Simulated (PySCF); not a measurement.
# Electron correlation in Pm²⁶⁺ (promethium, charge +26)

Starting occupation: [Ar] 3d10 4s2 4p5, 4p1/2 with m_j = -1/2, +1/2, 4p3/2 with m_j = -1/2, +1/2, +3/2. Computed with PySCF 2.14 in an even-tempered Gaussian basis (17 s from 2.1 bohr⁻², ratio 2.8; 14 p from 2.7 bohr⁻², ratio 2.8; 9 d from 4.8 bohr⁻², ratio 2.8; 4 f from 15 bohr⁻², ratio 3), with X2C-1e with screened-nucleus spin-orbit coupling, Gaussian nucleus. Frozen: [Ne]; 25 electrons correlated; the 90 highest virtual spinors left out.

MP2 pair energies summed by pair of shells (mhartree):

```tsv
pair	energy	share (%)
3d3/2-3d5/2	-180.86	17.7
3d5/2-3d5/2	-128.17	12.6
4p1/2-4p3/2	-65.90	6.5
3d3/2-3d3/2	-55.16	5.4
3d5/2-3p3/2	-53.30	5.2
3d5/2-4p3/2	-49.08	4.8
4p3/2-4p3/2	-47.18	4.6
3d5/2-4p1/2	-36.18	3.5
3d3/2-3p3/2	-36.09	3.5
4p3/2-4s1/2	-33.23	3.3
3d3/2-4p3/2	-32.10	3.1
3d5/2-3p1/2	-24.71	2.4
3d3/2-4p1/2	-23.42	2.3
4p1/2-4p1/2	-22.56	2.2
3d5/2-4s1/2	-22.39	2.2
3d5/2-3s1/2	-19.77	1.9
3p3/2-3p3/2	-19.54	1.9
3p1/2-3p3/2	-18.39	1.8
4p1/2-4s1/2	-16.51	1.6
3d3/2-3p1/2	-16.31	1.6
3d3/2-4s1/2	-14.31	1.4
3p3/2-4p3/2	-14.12	1.4
3d3/2-3s1/2	-13.32	1.3
3p3/2-4p1/2	-10.99	1.1
3p3/2-4s1/2	-10.32	1.0
3p3/2-3s1/2	-9.87	1.0
4s1/2-4s1/2	-9.13	0.9
3p1/2-4p3/2	-6.09	0.6
3p1/2-3s1/2	-5.01	0.5
3p1/2-3p1/2	-5.00	0.5
```

Total MP2 correlation energy: -1020.4 mhartree.

At this charge the one-electron X2C treatment keeps the bare 1/r₁₂, with no two-electron picture change or Breit term. The effect here is smaller than on the frozen 1s shell.
